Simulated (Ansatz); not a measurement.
Born–Oppenheimer molecular dynamics of CH4F3OSi (10 atoms, charge 0, multiplicity 2). It starts at the highest image of a converged band. Of that band: A vibrational analysis at the climbing image gives one clearly imaginary mode, 169i cm⁻¹, and a faint second one (12i cm⁻¹) that may be numerical noise or a soft torsion: probably a first-order saddle point.

Theory: UKS PBE/def2-SVP in Ansatz 0.2.0.

```yaml
ensemble: NVE (velocity Verlet)
time_step: 0.5 fs
steps_asked: 200
starting_velocities_drawn_for: 300 K
seed: 7413
```

First frame:

```xyz
10
Properties=species:S:1:pos:R:3
Si -0.008 -0.033 -0.097
H 0.003 -0.014 1.490
O 1.540 -0.032 -0.757
H 2.060 -0.840 -0.603
H -0.661 1.225 -0.586
H -0.813 -1.238 -0.526
C -0.006 -0.003 3.277
F -0.715 -1.051 3.708
F 1.260 -0.101 3.695
F -0.551 1.134 3.714
```

How far do the bonds stretch over the last three quarters of this one trajectory? (Pairs bonded in most of those frames.)


| bond | mean (Å) | spread (Å) | shortest | longest |
| --- | --- | --- | --- | --- |
| Si1–O3 | 1.686 | 0.019 | 1.66 | 1.72 |
| Si1–H5 | 1.504 | 0.008 | 1.49 | 1.52 |
| Si1–H6 | 1.520 | 0.043 | 1.46 | 1.59 |
| O3–H4 | 0.974 | 0.004 | 0.97 | 0.98 |
| C7–F8 | 1.342 | 0.014 | 1.32 | 1.38 |
| C7–F9 | 1.345 | 0.024 | 1.31 | 1.40 |
| C7–F10 | 1.343 | 0.029 | 1.30 | 1.40 |

Mean temperature of the second half: 317 K. The conserved energy stayed within 0.81 meV per atom of its start (net change 0.083 meV per atom), so the integration is sound. A run of 0.1 ps of so small a system gives no equilibrium averages.

The run took 5.8 min on 4 threads of Intel(R) Xeon(R) Platinum 8259CL CPU @ 2.50GHz (Skylake/Cascade Lake), on a shared host, peak memory 0.22 GiB.
